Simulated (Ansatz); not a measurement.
Consider the hydrogenolysis of the Si–C bond: `C#C[SiH](F)Cl` + H₂ → `F[SiH2]Cl` + `C#C`.

Gas-phase electronic energies from Ansatz, PBE0-D4/def2-TZVP geometries. CCSD(T)/CBS is the MP2 limit (def2-TZVPP, def2-QZVPP) plus CCSD(T) − MP2 in def2-TZVPP, frozen cores. This one scheme is used for every species. Functionals use def2-TZVPP. HSE06 is defined as in plane-wave codes.

CCSD(T)/CBS gives +0.22 eV.

Problem. Another level gave +0.23 eV. Which?
A. r2SCAN-D4/def2-TZVPP
B. HF/def2-TZVPP
C. r2SCAN0-D4/def2-TZVPP
D. HSE06/def2-TZVPP

Solution. C. r2SCAN0-D4 0.23, HF/def2-TZVPP 0.00, HSE06 0.17, r2SCAN-D4 0.28 eV.

Problem. What do rigid-rotor, harmonic-oscillator terms from PBE0-D4/def2-TZVP frequencies (298.15 K, 1 bar) make of the CCSD(T)/CBS value? (An estimate is asked.)

Solution. The calculation gave: ΔZPE = +0.15 eV, ΔH = +0.33 eV, ΔS = 20 J/(mol·K), ΔG = +0.27 eV.

Largest T1 diagnostic among the species: 0.013.

From r2SCAN to r2SCAN0 (25 % exact exchange), in def2-TZVPP and without D4, ΔE moves by −0.05 eV. At CCSD(T), def2-SVP lies −0.10 eV from the extrapolated value and def2-TZVPP −0.01 eV.
